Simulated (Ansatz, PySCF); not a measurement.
This triplet is an excited state, 1.33 eV above the relaxed singlet at the level composite: frozen-core CCSD(T) with HF/cc-pV5Z and the correlation energy extrapolated as X^-3 from cc-pVQZ and cc-pV5Z, plus full CI minus CCSD(T) in cc-pVDZ // B3LYP-D3(BJ)/def2-TZVP (Ansatz, a program for electronic structure).

B3LYP has the VWN-RPA correlation part, as in Gaussian. 

HB, SMILES `[BH]` (excited triplet) (charge 0, multiplicity 3)

Method: B3LYP-D3(BJ)/def2-TZVP in PySCF 2.14.0.

- highest occupied spin orbital = -5.21 eV
- dipole moment = 0.22 D
- total energy = -687.32 eV
- cost = around 3 core-seconds (rough)

Bonded distances (Å): B1–H2 1.192.
Charge 0, spin multiplicity 3.
